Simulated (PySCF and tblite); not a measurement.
Values are calculated unless marked as measured or tabulated.
System: C6H8Se, numbered as in [CH3:1][Se:2][CH:3]1[CH:4]=[CH:5][CH:6]=[CH:7]1.

For the rotation about the C3–Se2 bond (torsion C4–C3–Se2–C1 from -57° to -180°, falling): electronic barrier 4.16 kcal/mol, zero-point change 0.09 kcal/mol, thermal and entropy terms at 350 K a further 0.95 kcal/mol (symmetry numbers apart). The minimum is Cs, the saddle C1. Level: PBE0/pcSseg-1 + D3(BJ), IEF-PCM tetrahydrofuran on GFN2-xTB stationary points, with GFN2-xTB thermal terms. Rate constants are transition-state-theory values, counting equivalent paths, without tunnelling. Programs: tblite and PySCF.

How many equivalent paths lead out of the minimum?

2: the symmetry number of the minimum is 1, that of the saddle displaced along its mode 1, and the displaced saddle is chiral while the minimum is not, which doubles the count.

Work out the rate at 350 K.

ΔG‡ = 5.20 kcal/mol; k_B T/h = 7.3×10¹² s⁻¹; exp(−ΔG‡/RT) = 0.00057; times 2 gives k = 8.2×10⁹ s⁻¹. Wigner's tunnelling factor for the 56i cm⁻¹ mode would be 1.00.

Spin–orbit effects of heavy atoms on shieldings are missing.
